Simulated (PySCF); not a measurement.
This PySCF input asks for the NMR shieldings of SMILES B[C@@]1(C)[C@@H](C2CC2)C[C@@H]1F, C$_{8}$H$_{14}$BF; the geometry comes from GFN2-xTB.

```python
import basis_set_exchange as bse
import numpy as np
from pyscf import gto, dft
from pyscf.prop import nmr

atoms = """
B    -1.414728    0.581440    1.612786
C    -1.045487    0.517877    0.084073
C    -1.279837    1.922422   -0.495317
C     0.351397   -0.036379   -0.342739
C     1.075647   -0.813370    0.724019
C     2.147247   -0.151551    1.537377
C     2.514558   -1.190346    0.522772
C    -0.337494   -0.921588   -1.401087
C    -1.699501   -0.568240   -0.804412
F    -2.627532   -0.120205   -1.717008
H    -2.443796    0.174138    1.987111
H    -0.672525    1.081800    2.361583
H    -0.639886    2.646591    0.003273
H    -2.317479    2.220310   -0.359621
H    -1.062597    1.931027   -1.561323
H     1.019018    0.720369   -0.757958
H     0.446258   -1.533377    1.235524
H     2.229625   -0.401220    2.583821
H     2.386656    0.877605    1.317386
H     3.001526   -0.864833   -0.383985
H     2.850735   -2.154850    0.871619
H    -0.234524   -0.544924   -2.416474
H    -0.072004   -1.976450   -1.382141
H    -2.187013   -1.376483   -0.251771
"""
names = dict.fromkeys(["B", "C", "F", "H"], "pcSseg-1")
basis = {el: gto.basis.parse(bse.get_basis(n, elements=[el], fmt="nwchem")) for el, n in names.items()}
mol = gto.M(atom=atoms, basis=basis, charge=0, verbose=0)
mf = dft.RKS(mol, xc="PBE0")
mf.grids.level = 2
mf.grids.alignment = dft.numint.BLKSIZE   # the property module wants whole blocks of grid points
mf.conv_tol = 1e-9
mf.kernel()

calc = nmr.RKS(mf)   # GIAO
C = mf.mo_coeff
Co = C[:, mf.mo_occ > 0]
resp = mf.gen_response(singlet=True, hermi=2)
def vind(x):   # induced exchange potential for any number of trial vectors
    d = np.einsum("pi,xij,qj->xpq", C, 2 * x.reshape(-1, C.shape[1], Co.shape[1]), Co, optimize=True)
    return np.einsum("xpq,pi,qj->xij", resp(d - d.transpose(0, 2, 1)), C, Co, optimize=True).ravel()
mo1, _ = nmr.rhf.solve_mo1(calc, with_cphf=vind)
sigma = calc.kernel(mo1)
for i, s in enumerate(sigma):   # ppm
    print("%2d %-2s %9.2f" % (i, mol.atom_pure_symbol(i), np.trace(s) / 3))
```

Question: Give the expected output.

Answer: 
```
 0 B       8.57
 1 C     134.20
 2 C     174.67
 3 C     137.04
 4 C     165.91
 5 C     178.00
 6 C     181.39
 7 C     151.85
 8 C      92.49
 9 F     382.67
10 H      23.63
11 H      23.60
12 H      30.84
13 H      30.88
14 H      30.09
15 H      30.64
16 H      31.72
17 H      31.18
18 H      31.44
19 H      31.78
20 H      31.34
21 H      29.08
22 H      29.42
23 H      26.14
```

These numbers come from an equivalent density-fitted implementation of the same equations, which agrees with the script to about 0.01 ppm for H and up to a few tenths of a ppm for heavy atoms, so last digits may differ.

Size and cost of the density-fitted run: 240 basis functions, 110 s wall time on 1 thread of an Arm Neoverse N1, shared host; peak memory 1.1 GiB.
